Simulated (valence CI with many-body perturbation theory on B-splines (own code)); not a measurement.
# E1 line list for Ni23+

Calculated by relativistic CI+MBPT: three valence electrons over a frozen Dirac-Fock core [He], radial functions for each j: 11 s, 11 p, 10 d, 8 f, 5 g, 2 h, with the one-electron correlation potential Σ1 (screened to all orders), the two-electron term Σ2, the three-electron term Σ3, Breit, model QED; selected single and double excitations, second order for the rest, scaled by the run's own slope (own B-spline code, finite nucleus).

No measured levels were compared; by estimate levels of excited configurations hold to 0.05 to 0.15 % of their energy, terms of the ground configuration to about 0.5 %.

Lines 151 to 200 of 582 in falling wavelength, among levels below 1754.8 eV, chosen from the strongest by gf and those to the six lowest levels. Wavelengths and rates use the calculated energies, so an error of 800 cm⁻¹ moves a line at 11.17 nm by 0.089 % and its rate by three times that or more. Electric multipoles are in the length gauge, E1 and E2 with the static RPA response of the core. Weak lines are less certain than strong ones. Lines between different terms over intervals too small for the method are left out, as are lines whose strength nearly cancels. Where a level lies close to another of its J and parity, the split of strength between their lines is uncertain. The highest levels of a list are the least certain.

Names give the largest LS component (configuration and term), which can be under half, so a name can repeat, a term be missing and a line seem to break the LS rules; names also repeat where a configuration has a term twice. Letters in brackets count levels of one name in rising energy.

| λ vac (nm) | Upper | Lower | A (s⁻¹) | S (a.u.) |
| --- | --- | --- | --- | --- |
| 11.17 | 2s2p3d ²P°_1/2 [b] | 2s²3d ²D_3/2 | 3.16e+10 | 4.34e-02 |
| 10.66 | 2p³ ²P°_1/2 | 2s2p² ²D_3/2 | 3.43e+10 | 4.11e-02 |
| 10.46 | 2s2p² ²P_1/2 | 2s²2p ²P°_1/2 | 4.57e+10 | 5.16e-02 |
| 10.35 | 2s2p² ²S_1/2 | 2s²2p ²P°_3/2 | 3.95e+10 | 4.32e-02 |
| 10.35 | 2p³ ⁴S°_3/2 | 2s2p² ⁴P_1/2 | 1.26e+10 | 2.75e-02 |
| 10.21 | 2s2p² ²P_3/2 | 2s²2p ²P°_3/2 | 5.28e+10 | 1.11e-01 |
| 9.828 | 2p³ ²D°_5/2 | 2s2p² ⁴P_5/2 | 3.63e+09 | 1.02e-02 |
| 9.713 | 2p³ ²P°_3/2 | 2s2p² ²D_3/2 | 5.50e+09 | 9.95e-03 |
| 9.593 | 2p³ ²D°_3/2 | 2s2p² ⁴P_3/2 | 4.92e+09 | 8.58e-03 |
| 8.744 | 2s2p² ²P_3/2 | 2s²2p ²P°_1/2 | 6.60e+09 | 8.71e-03 |
| 3.551 | 2s2p4f ²G_9/2 [b] | 2p²3p ²F°_7/2 | 7.40e+10 | 1.63e-02 |
| 3.383 | 2s2p4f ⁴G_9/2 | 2s2p3d ²F°_7/2 [a] | 1.66e+11 | 3.17e-02 |
| 3.354 | 2s2p4f ⁴F_7/2 [a] | 2s2p3d ²F°_5/2 [b] | 1.09e+11 | 1.63e-02 |
| 3.351 | 2s2p4f ²D_5/2 [a] | 2s2p3d ²P°_3/2 [a] | 3.61e+11 | 4.02e-02 |
| 3.305 | 2s2p4f ²G_7/2 [a] | 2s2p3d ²F°_5/2 [b] | 1.80e+11 | 2.56e-02 |
| 3.264 | 2s2p4f ²G_7/2 [a] | 2s2p3d ⁴D°_5/2 | 1.68e+11 | 2.30e-02 |
| 3.261 | 2s2p4f ⁴G_9/2 | 2s2p3d ⁴D°_7/2 | 2.42e+11 | 4.15e-02 |
| 3.258 | 2s2p4f ⁴D_3/2 | 2s2p3d ²P°_1/2 [a] | 2.53e+11 | 1.73e-02 |
| 3.248 | 2s2p4f ²D_3/2 [a] | 2s2p3d ²P°_1/2 [a] | 2.82e+12 | 1.91e-01 |
| 3.247 | 2s2p4p ²D_5/2 [b] | 2s2p3d ²F°_7/2 [b] | 1.35e+11 | 1.37e-02 |
| 3.245 | 2s2p4f ⁴F_7/2 [a] | 2s2p3d ²F°_5/2 [a] | 2.65e+11 | 3.58e-02 |
| 3.239 | 2s2p4f ²F_7/2 [a] | 2s2p3d ²F°_7/2 [a] | 5.45e+11 | 7.31e-02 |
| 3.234 | 2s2p4f ²G_9/2 [a] | 2s2p3d ²F°_7/2 [a] | 4.17e+12 | 6.96e-01 |
| 3.234 | 2s2p4f ⁴G_5/2 | 2s2p3d ²D°_3/2 [a] | 4.19e+11 | 4.20e-02 |
| 3.217 | 2s2p4f ⁴F_5/2 [b] | 2s2p3d ²P°_3/2 [a] | 5.09e+11 | 5.02e-02 |
| 3.217 | 2s2p4p ⁴D_7/2 | 2s2p3d ⁴F°_9/2 | 1.16e+11 | 1.52e-02 |
| 3.209 | 2s2p4f ⁴D_5/2 | 2s2p3d ²P°_3/2 [a] | 2.47e+12 | 2.42e-01 |
| 3.208 | 2s2p4f ⁴G_7/2 | 2s2p3d ²F°_5/2 [a] | 7.33e+11 | 9.56e-02 |
| 3.207 | 2s2p4f ⁴F_5/2 [a] | 2s2p3d ²F°_5/2 [a] | 2.12e+11 | 2.07e-02 |
| 3.204 | 2s2p4s ²P°_3/2 [a] | 2s2p3p ²D_5/2 [a] | 3.34e+11 | 2.17e-02 |
| 3.202 | 2s2p4f ²D_3/2 [a] | 2s2p3d ²P°_3/2 [a] | 1.09e+12 | 7.06e-02 |
| 3.200 | 2s2p4f ²G_7/2 [a] | 2s2p3d ²F°_5/2 [a] | 2.92e+12 | 3.78e-01 |
| 3.194 | 2s2p4f ²D_3/2 [b] | 2s2p3d ²P°_3/2 [c] | 2.69e+11 | 1.73e-02 |
| 3.192 | 2s2p4f ⁴F_5/2 [a] | 2s2p3d ²D°_3/2 [a] | 1.70e+11 | 1.64e-02 |
| 3.192 | 2s2p4f ²D_5/2 [b] | 2s2p3d ²P°_3/2 [c] | 1.86e+12 | 1.79e-01 |
| 3.189 | 2s2p4s ²P°_1/2 [a] | 2s2p3p ²D_3/2 [a] | 3.94e+11 | 1.26e-02 |
| 3.187 | 2s2p4f ²D_5/2 [a] | 2s2p3d ²D°_3/2 [a] | 2.62e+12 | 2.51e-01 |
| 3.185 | 2s2p4f ⁴G_5/2 | 2s2p3d ⁴D°_3/2 | 2.96e+11 | 2.83e-02 |
| 3.185 | 2s2p4s ⁴P°_1/2 | 2s2p3p ²P_3/2 [a] | 4.87e+11 | 1.55e-02 |
| 3.179 | 2s2p4f ⁴F_7/2 [b] | 2s2p3d ²F°_5/2 [b] | 1.83e+11 | 2.32e-02 |
| 3.175 | 2s2p4f ²D_3/2 [b] | 2s2p3d ²P°_3/2 [b] | 3.71e+11 | 2.35e-02 |
| 3.174 | 2s2p4f ²D_3/2 [b] | 2s2p3d ²P°_1/2 [b] | 3.07e+12 | 1.94e-01 |
| 3.173 | 2s2p4f ²F_7/2 [a] | 2s2p3d ²F°_5/2 [b] | 3.28e+12 | 4.14e-01 |
| 3.172 | 2s2p4f ²D_5/2 [b] | 2s2p3d ²P°_3/2 [b] | 1.98e+12 | 1.87e-01 |
| 3.172 | 2s2p4f ⁴G_5/2 | 2s2p3d ⁴P°_5/2 | 1.34e+11 | 1.26e-02 |
| 3.172 | 2s2p4f ²F_5/2 | 2s2p3d ²D°_5/2 | 1.52e+11 | 1.44e-02 |
| 3.169 | 2s2p4s ⁴P°_5/2 | 2s2p3p ⁴P_5/2 | 2.09e+11 | 1.97e-02 |
| 3.169 | 2s2p4f ²F_7/2 [b] | 2s2p3d ²D°_5/2 | 3.88e+12 | 4.87e-01 |
| 3.169 | 2s2p4f ⁴F_7/2 [a] | 2s2p3d ⁴P°_5/2 | 2.13e+12 | 2.67e-01 |
| 3.169 | 2s2p4s ⁴P°_3/2 | 2s2p3p ⁴D_5/2 | 4.18e+11 | 2.63e-02 |
